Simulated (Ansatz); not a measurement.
Two isomers of C2H8BNO: A = `CNB(C)O`, B = `CBNCO`.

Calculated with Ansatz (gas phase, PBE0-D4/def2-TZVP geometries, no zero-point term in ΔE). CBS: MP2 limit from def2 TZ/QZ plus the TZ coupled-cluster correction, frozen cores. DFT in def2-TZVPP. B3LYP here is the variant with VWN-RPA as its local correlation; programs differ in this. Each species was taken in one conformer, which may not be the lowest.

A:

```xyz
13

C    -0.5749   -1.0228   -1.5648
N    -0.4988   -0.5461   -0.2086
B     0.3513    0.4386    0.3389
C     0.2661    0.8141    1.8650
O     1.2837    1.1139   -0.4158
H    -1.5589   -0.8426   -2.0105
H     0.1556   -0.5112   -2.1956
H    -0.3601   -2.0941   -1.6377
H    -1.1502   -0.9881    0.4174
H     1.2366    0.6700    2.3489
H     0.0200    1.8737    1.9832
H    -0.4752    0.2342    2.4198
H     1.3049    0.8605   -1.3402
```

B:

```xyz
13

C     0.7747    0.2693    2.0210
B    -0.0765    0.4601    0.7196
N    -0.1071   -0.4952   -0.2953
C    -0.8364   -0.4055   -1.5281
O     0.0003   -0.3128   -2.6528
H     1.4811    1.0980    2.1404
H     1.3413   -0.6653    2.0567
H     0.1298    0.3065    2.9058
H    -0.7411    1.4484    0.5474
H     0.4464   -1.3369   -0.2152
H    -1.4338   -1.3056   -1.6936
H    -1.5094    0.4546   -1.4471
H     0.5307    0.4842   -2.5588
```

Which isomer does CCSD(T)/CBS put lower? Give the gap. (Estimate.)

The calculation gave: A, by 39.2 kcal/mol.

Give E(B) − E(A) in kcal/mol with B3LYP-D4, ωB97M-V, PBE0-D4, CCSD/def2-TZVPP, HF/def2-TZVPP, CCSD(T)/def2-TZVPP, B2PLYP. (Estimate.)

Computed: B3LYP-D4 38.9, ωB97M-V 38.9, PBE0-D4 38.5, CCSD/def2-TZVPP 39.0, HF/def2-TZVPP 39.0, CCSD(T)/def2-TZVPP 38.8, B2PLYP 39.0. None reverses the order clearly.

Largest T1 diagnostic: 0.012.

From PBE to PBE0 (25 % exact exchange), in def2-TZVPP and without D4, E(B) − E(A) moves by +0.9 kcal/mol.
